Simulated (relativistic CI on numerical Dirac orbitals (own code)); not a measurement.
## Tm²⁺: resonant inelastic scattering at the N4,5 edge

Computed with this model: Dirac-Coulomb-Breit CI, orbitals from a KLI potential per configuration, model QED, Kramers-Heisenberg scattering through one core-hole configuration in a parametric crystal field, unscaled Slater integrals; configurations [Xe] 4f13 → [Kr] 4d9 4f14 5s2 5p6; 10 K; core-hole width 0.3 eV; summed over polarisations. Incident energies are the highest absorption maxima for each field (at most a few, so the weaker spin-orbit partner edge can be absent), on the computed scale of the free ion. Intensities are in per cent of the strongest line above 0.02 eV; levels within 1 cm⁻¹ are merged; final levels count from the ground level, the first row holds all elastic scattering, lines under 0.4 are left out and each table stops after 24 rows. The scale of the Slater integrals is a model choice and moves the terms in proportion.

Field parameters in Wybourne normalisation; cubic f-shell fields have B⁴₄ = √(5/14) B⁴₀ and B⁶₄ = −√(7/2) B⁶₀. The field is a parameter set, without covalency.

S is read from ⟨S²⟩ = S(S + 1).

D3d, B20 = 1160, B40 = 640, B43 = -840, B60 = 120, B63 = 150, B66 = -380 cm⁻¹:

```json
{"Final level (eV)": "0.000", "Degeneracy": "2", "Irrep": "Γ4", "S": "0.50", "177.9 eV": "158.7"}
{"Final level (eV)": "0.035", "Degeneracy": "2", "Irrep": "Γ5+Γ6", "S": "0.50", "177.9 eV": "100.0"}
{"Final level (eV)": "0.069", "Degeneracy": "2", "Irrep": "Γ4", "S": "0.50", "177.9 eV": "24.9"}
{"Final level (eV)": "0.099", "Degeneracy": "2", "Irrep": "Γ4", "S": "0.50", "177.9 eV": "9.9"}
{"Final level (eV)": "1.102", "Degeneracy": "2", "Irrep": "Γ4", "S": "0.50", "177.9 eV": "7.5"}
{"Final level (eV)": "1.150", "Degeneracy": "2", "Irrep": "Γ5+Γ6", "S": "0.50", "177.9 eV": "6.9"}
{"Final level (eV)": "1.188", "Degeneracy": "2", "Irrep": "Γ4", "S": "0.50", "177.9 eV": "1.8"}
```

Oh, B40 = 1050, B60 = 60 cm⁻¹:

| Final level (eV) | Degeneracy | Irrep | S | 177.8 eV |
| --- | --- | --- | --- | --- |
| 0.000 | 2 | Γ6 | 0.50 | 70.3 |
| 0.023 | 4 | Γ8 | 0.50 | 100.0 |
| 0.055 | 2 | Γ7 | 0.50 | 16.5 |
| 1.108 | 4 | Γ8 | 0.50 | 6.2 |
| 1.145 | 2 | Γ7 | 0.50 | 3.8 |

For the first field the strongest loss at the lowest incident energy is the level at 0.03 eV (S = 0.50, against 0.50 in the thermal ground state).
